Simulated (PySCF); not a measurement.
Se(H)(iPr) (C3H8Se), SMILES CC(C)[SeH].

Geometry optimised at r2SCAN-D4/def2-SVP. The values are those of a single conformer.

Two levels are set side by side: PBE/def2-TZVP (PySCF) and M06-2X/def2-TZVP (PySCF). Same geometry, gas phase. Differences are taken from unrounded values.

| quantity | PBE |
|---|---|
| orbital gap (eV) | 4.43 |
| highest occupied level (eV) | -5.27 |
| lowest empty level (eV) | -0.85 |
| dipole moment (D) | 1.63 |
| mean polarisability (bohr³) | 66.4 |

Q: These are the PBE values. What does M06-2X give? (An estimate is asked for; the answer gives what the named calculation found.)

A: 
```
quantity                     M06-2X  PBE minus M06-2X
---------------------------  ------  ----------------
orbital gap (eV)               8.36             -3.94
highest occupied level (eV)   -7.58              2.31
lowest empty level (eV)        0.78             -1.63
dipole moment (D)              1.69             -0.06
mean polarisability (bohr³)    64.1               2.3
```

PBE's occupied levels lie high since its potential decays too fast outside the molecule; exact exchange lowers them and widens the gap. Loosely held outer electrons make PBE densities more polarisable. Differences between two approximate levels are no errors against the true value.

Rough cost on one machine, each run with all the roots and properties that it gave: M06-2X against PBE about 3 times.
